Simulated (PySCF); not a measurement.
BiMe3, C3H9Bi.
Bonds: Bi1–C2, Bi1–C6, Bi1–C10. Hydrogens: H3, H4, H5 on C2; H7, H8, H9 on C6; H11, H12, H13 on C10.

Computed by this run: PBE0-D3(BJ)/def2-SVP geometry optimisation, gas phase, def2 core potentials past Kr (PySCF); density fitting, grid level 1; the optimiser is geomeTRIC in internal coordinates, started from a GFN2-xTB structure with every atom displaced at random (about 0.03 Å).

Step 0: E = -9091.4726 eV
```
atom  x, y, z in Å  |  force x, y, z in eV/Å
Bi1     0.0726   -0.0695    1.3256   -0.903   1.098  -0.192
C2      1.8650   -0.0160    0.0244    0.009  -1.043   0.177
H3      2.4679    0.8143    0.2776    1.103   1.110   0.795
H4      1.6990    0.1053   -1.0170   -0.826   0.043  -1.432
H5      2.4093   -0.9535    0.1303    0.367  -0.206   0.258
C6     -0.9511    1.6449    0.0399    0.992  -0.122   1.113
H7     -0.7716    1.3805   -0.9953   -0.200  -0.240  -0.512
H8     -0.4297    2.6026    0.2387   -0.221  -0.241   0.097
H9     -2.0042    1.7111    0.3170   -0.235   0.024  -0.131
C10    -0.9497   -1.6343    0.0922   -0.431   0.599  -1.462
H11    -2.0411   -1.6257    0.2253    0.020  -0.049   0.347
H12    -0.5373   -2.5928    0.3711    0.147  -0.695  -0.014
H13    -0.7987   -1.4191   -1.0075    0.179  -0.277   0.955
```

Step 1: E = -9091.7033 eV
```
atom  x, y, z in Å  |  force x, y, z in eV/Å
Bi1     0.0213    0.0102    1.2968    0.194  -0.427   0.022
C2      1.9102    0.0095    0.0058    0.063  -0.005  -0.105
H3      2.5487    0.8613    0.2892   -0.031  -0.065   0.068
H4      1.6827    0.0943   -1.0699   -0.171  -0.011   0.130
H5      2.4645   -0.9275    0.1675   -0.004   0.042   0.069
C6     -0.9322    1.6220    0.0673    0.144   0.158  -0.105
H7     -0.7725    1.3391   -0.9818   -0.197   0.111  -0.043
H8     -0.4254    2.5751    0.2745   -0.083   0.037  -0.018
H9     -1.9968    1.6920    0.3217   -0.060   0.051  -0.121
C10    -0.9924   -1.6346    0.0673    0.005   0.095  -0.016
H11    -2.0816   -1.6203    0.2225    0.034   0.010   0.158
H12    -0.5896   -2.6140    0.3620   -0.023  -0.003  -0.018
H13    -0.8062   -1.4592   -1.0008    0.128   0.007  -0.022
```

Problem. Estimate the geometry and energy of step 2. (The exact step hangs on the optimiser's Hessian estimate; all steps are aligned on step 1, rigid shifts and turns removed.)

Solution. E = -9091.7271 eV, largest force 0.285 eV/Å
```
atom  x, y, z in Å  |  force x, y, z in eV/Å
Bi1     0.0343   -0.0130    1.2945   -0.119   0.157  -0.101
C2      1.9110   -0.0184    0.0099    0.126   0.101  -0.122
H3      2.5547    0.8309    0.3015   -0.112  -0.132  -0.062
H4      1.6442    0.0690   -1.0587    0.009  -0.006   0.200
H5      2.4643   -0.9564    0.1722   -0.037   0.038   0.004
C6     -0.9455    1.6552    0.0590    0.175  -0.215   0.067
H7     -0.8193    1.4046   -1.0040   -0.054   0.027   0.009
H8     -0.4486    2.6102    0.2747    0.013   0.033   0.022
H9     -2.0119    1.7299    0.3105   -0.018  -0.016  -0.005
C10    -0.9661   -1.6446    0.0653   -0.014  -0.052   0.051
H11    -2.0513   -1.6290    0.2444    0.027  -0.002   0.030
H12    -0.5633   -2.6284    0.3511   -0.021   0.054  -0.007
H13    -0.7719   -1.4620   -0.9982    0.027   0.013  -0.087
```

The energy changes by -0.0238 eV. The first-order estimate −F·Δx gives -0.0588 eV and the mean of the old and new forces, exact on a quadratic surface, -0.0249 eV. The step makes an angle of 56° with the force vector and moves no atom by more than 0.084 Å.

What follows is the cost of the whole optimisation. Time: 36 s; peak memory 0.47 GiB. Hardware: an Arm Neoverse V1 with one thread (shared host).
